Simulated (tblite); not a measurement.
Question: Give a GFN2-xTB geometry of `C=C[Si@H](Cl)[SiH2]N`.

Answer: 
Z-matrix in Å and degrees, rows numbered from 1:
```
C 
C   1  1.3239
Si  2  1.8858  1  125.25
Cl  3  2.0356  2  107.31  1    10.87
Si  3  2.3132  2  110.54  1  -111.62
N   5  1.7234  3  106.28  2  -146.00
H   1  1.0796  2  122.89  3   178.33
H   1  1.0783  2  121.37  3    -2.08
H   2  1.0838  1  118.19  3  -177.92
H   3  1.4740  2  105.85  1   122.18
H   5  1.4792  3  110.03  2   -22.17
H   5  1.4650  3  116.67  2    99.01
H   6  1.0069  5  120.09  3    44.99
H   6  1.0073  5  119.09  3  -174.99
```

Si3 (chlorine-bound silicon) is distorted tetrahedral (angles from 104.6° to 115.9°). Si5 (SiH2 silicon) is distorted tetrahedral (angles from 103.7° to 116.7°). Of the pairs four or more bonds apart, Cl4···H8 is among the closest relative to their van der Waals radii: 2.85 Å, 97 % of the sum of Bondi's values. N6 (silicon-bound nitrogen) has angles 120.1°, 119.1° and 109.6°, sum 348.8°, 0.23 Å off the plane of its three neighbours.

The geometry is computed with GFN2-xTB (gas phase).

Point group: C1 (no symmetry element, even within 0.4 Å). Its lowest GFN2-xTB frequency is 12i cm⁻¹, too small to tell a flat minimum from a shallow saddle. One conformer, not necessarily the lowest (C1–C2–Si3–Cl4 11°, C2–Si3–Si5–N6 -146°, Si3–Si5–N6–H 45° and -175°).
